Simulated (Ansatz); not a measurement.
Computed with Ansatz on PBE0-D4/def2-TZVP structures; ΔE is electronic, products minus reactants. CBS: MP2 limit from def2 TZ/QZ plus the TZ coupled-cluster correction, frozen cores. Functionals use def2-TZVPP. One conformer a species, not always the lowest.

Reaction (ligand exchange at the Al–S bond): `C=C[SiH2][S][AlH2]` + `OC[SiH](F)F` → `F[SiH](F)C[O][AlH2]` + `C=C[SiH2]S`

CCSD(T)/CBS gives -0.14 eV.

Another level gave -0.18 eV. Which?
A. HF/def2-TZVPP
B. PBE-D4/def2-TZVPP
C. CCSD(T)/def2-TZVPP
D. PBE/def2-TZVPP

C. CCSD(T)/def2-TZVPP -0.18, PBE-D4 -0.07, PBE -0.11, HF/def2-TZVPP -0.31 eV.

Largest T1 diagnostic among the species: 0.013.

The D4 term adds +0.07 eV with B3LYP and +0.04 eV with PBE0; it sums over pairs of atoms, weighted by their polarisabilities, and B3LYP, whose exchange is more repulsive, gets the larger term. In def2-TZVPP, CCSD(T) changes the Hartree–Fock value by +0.13 eV (the triples alone add +0.03 eV) and MP2 by +0.15 eV.

B3LYP here is the variant with VWN-RPA as its local correlation; programs differ in this.
